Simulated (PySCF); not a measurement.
# Electron correlation in S⁺ (sulfur, charge +1)

[Ne] 3s1 3p4, high-spin 4P determinant (an excited configuration). Computed with PySCF 2.14 in def2-TZVPPD, with the non-relativistic Hamiltonian (point nucleus). Frozen: 1s2; 13 electrons correlated.

MP2 pair energies summed by pair of shells (mhartree):

| pair | energy | share (%) |
| --- | --- | --- |
| 2p-2p | -96.55 | 39.7 |
| 3p-3p | -79.75 | 32.8 |
| 2p-3p | -23.16 | 9.5 |
| 2s-2p | -19.66 | 8.1 |
| 3s-3p | -10.58 | 4.3 |
| 2s-2s | -4.70 | 1.9 |
| 2p-3s | -4.49 | 1.8 |
| 2s-3p | -3.67 | 1.5 |
| 2s-3s | -0.76 | 0.3 |

Total MP2 correlation energy: -243.32 mhartree.

Same-spin part -71.04 and opposite-spin part -172.28 mhartree; SCS-MP2 scales them by 1/3 and 6/5 to -230.42 mhartree.

This basis was not built for core-valence correlation, so the inner-shell part is incomplete.
